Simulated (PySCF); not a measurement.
C2H7FOSi2, SMILES C[Si@H](F)C(=O)[SiH3]. Atoms are numbered in the order given.

```xyz
13

C      2.4685    -0.1551    -0.5774
Si     1.0466     0.1634     0.5831
F      0.6652    -1.1922     1.4228
C     -0.5295     0.6196    -0.4396
O     -0.4305     1.5592    -1.2135
Si    -2.1900    -0.3903    -0.2593
H      2.5749     0.7113    -1.2506
H      2.2757    -1.0475    -1.1936
H      3.4174    -0.2997    -0.0380
H      1.3278     1.2458     1.5636
H     -2.6011    -0.3732     1.1745
H     -3.2453     0.2098    -1.1199
H     -1.9194    -1.8005    -0.6649
```

Geometry: B3LYP-D3(BJ)/def2-SVP. The structure was generated by enumeration; whether it is a known compound was not checked. Other conformers were not sampled.

These are TDDFT-ωB97X/def2-SVPD (PySCF 2.14.0) values and carry that method's errors.

Vertical excitations. Isolated molecule, no solvent.

| state | energy (eV) | λ (nm) | f | main pairs |
|---|---|---|---|---|
| S1 | 2.44 | 507 | 0.000 | HOMO→LUMO 97 % |
| S2 | 5.88 | 211 | 0.026 | HOMO→LUMO+1 47 %, HOMO→LUMO+2 43 % |
| S3 | 6.57 | 189 | 0.021 | HOMO→LUMO+2 48 %, HOMO→LUMO+1 29 %, HOMO→LUMO+3 12 % |
| S4 | 7.16 | 173 | 0.089 | HOMO→LUMO+5 45 %, HOMO→LUMO+3 25 %, HOMO→LUMO+4 14 % |
| S5 | 7.25 | 171 | 0.147 | HOMO→LUMO+3 31 %, HOMO−1→LUMO 16 %, HOMO→LUMO+5 14 %, HOMO→LUMO+4 11 % |
| S6 | 7.34 | 169 | 0.009 | HOMO−2→LUMO 50 %, HOMO−1→LUMO 13 %, HOMO−4→LUMO 11 % |
| S7 | 7.44 | 167 | 0.013 | HOMO−1→LUMO 59 %, HOMO−2→LUMO 19 % |
| S8 | 7.65 | 162 | 0.090 | HOMO→LUMO+4 29 %, HOMO→LUMO+7 21 %, HOMO→LUMO+5 18 %, HOMO−1→LUMO 7 % |
| S9 | 7.89 | 157 | 0.118 | HOMO→LUMO+7 41 %, HOMO→LUMO+6 14 %, HOMO→LUMO+4 8 %, HOMO−7→LUMO 7 % |
| S10 | 7.93 | 156 | 0.166 | HOMO−3→LUMO 76 %, HOMO→LUMO+7 16 % |
| T1 | 1.82 | 680 | 0 | HOMO→LUMO 96 % |
| T2 | 5.44 | 228 | 0 | HOMO−5→LUMO 25 %, HOMO−1→LUMO 18 %, HOMO−3→LUMO 15 %, HOMO−8→LUMO 14 % |
| T3 | 5.58 | 222 | 0 | HOMO→LUMO+1 49 %, HOMO→LUMO+2 40 % |
| T4 | 6.34 | 196 | 0 | HOMO→LUMO+2 36 %, HOMO→LUMO+3 30 %, HOMO→LUMO+1 20 % |
Triplets are in the Tamm–Dancoff approximation, which puts them higher than full response would, so one can lie above its singlet here.
